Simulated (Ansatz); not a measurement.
Geometry optimisation, UHF/def2-SVP (Ansatz 0.2.0).

input.yaml

```yaml
crystal:
  periodic: [false, false, false]
  atoms:
    - { symbol: Ge, position_ang: [0.000456, 0.0, -0.299974] }
    - { symbol: H, position_ang: [-0.000374, 0.0, 2.461636] }
    - { symbol: H, position_ang: [1.4573, 0.0, -0.775107] }
    - { symbol: H, position_ang: [-0.727954, 1.261684, -0.775105] }
    - { symbol: H, position_ang: [-0.727954, -1.261684, -0.775105] }
    - { symbol: H, position_ang: [0.000126, 0.0, 3.175055] }
magnetization:
  spin_polarized: true
  initial_magnetization: 1
basis:
  gaussian: { orbitals: def2-SVP }
hamiltonian:
  xc: hf
relax:
  f_tol: 0.03
  max_steps: 50
```

Command:

```bash
$ ansatz run input.yaml --threads 1 --pin off --max-ram 2048MiB --backend cpu --events-out ev --progress --plain --runs-dir out
```

Q: Where does it end, and by what steps?

A: It converged. The force dipped under the threshold on the way, but the program's further checks kept it going. After 8 steps the energy has fallen by 0.164 eV; H6 moved furthest, 1.17 Å.

```
step  energy less start (eV)  largest force component (eV/Å)  accepted
   0                  0.0000                           1.600       yes
   1                 -0.0927                           0.130       yes
   2                 -0.1315                           0.230       yes
   3                 -0.1457                           0.279       yes
   4                 -0.1546                           0.148       yes
   5                 -0.1594                           0.019       yes
   6                 -0.1621                           0.027       yes
   7                 -0.1635                           0.005       yes
   8                 -0.1640                           0.002       yes
```

```xyz
6
Properties=species:S:1:pos:R:3
Ge 0.001 0.000 -0.878
H 0.000 0.000 3.594
H 1.461 0.000 -1.348
H -0.730 1.264 -1.348
H -0.730 -1.264 -1.348
H 0.000 0.000 4.341
```

The run took 6.1 s on 1 thread of Arm Neoverse V1 (shared host), peak memory 0.11 GiB.
